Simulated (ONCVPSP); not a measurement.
## aluminium: ONCV pseudisation with PBEsol, non-relativistic reference atom.

ONCVPSP 4.0.1 input, shortened (lines: element, Z, core and valence counts, functional; n l f; lmax; l rc ep ncon nbas qcut; lloc lpopt rc5 dvloc0; l nproj debl; icmod fcfact rcfact), PBEsol, non-relativistic:

```
  Al 13.00    3    2  -116133      upf
    1    0    2.00
    2    0    2.00
    2    1    6.00
    3    0    2.00
    3    1    1.00
    2
    0    1.95    0.00    4    7    4.10
    1    2.65    0.00    5    8    3.10
    2    2.60    0.04    4    8    3.20
    0    5    1.95    0.00
    0    0    3.60
    1    3    3.40
    2    2    1.40
    2    0.56    1.10
```

Poles of the logarithmic derivatives, all-electron (AE) and pseudo (PS). s: poles at 1.6 (AE) and 1.4 (PS) Ha. p: poles at 0.7, 3.8 (AE) and 0.7, 3.8 (PS) Ha. d: poles at 1.1, 3.8 (AE) and 1.1, 4.0 (PS) Ha. Test radii: s 1.99, p 2.69, d 2.65 bohr.

* Cutoffs needed: 6.0 Ha and 7.7 Ha (the cutoffs (Ha) at which the residual kinetic energy of the hardest occupied pseudo-wave falls to 1 and 0.1 mHa per electron) The cutoffs count occupied waves only; projector 3 of the p channel, the hardest unoccupied one, needs 17 Ha at the loose tolerance.
* Ghost test: no bound ghost flagged; no localised positive-energy state flagged
* Largest excitation error: +26 meV (all-electron minus pseudo) for 3s1 3p0, out of 4 test configurations
* rms error of d²Exc/dni dnj: 1.60 mHa without and 0.68 mHa with the model core
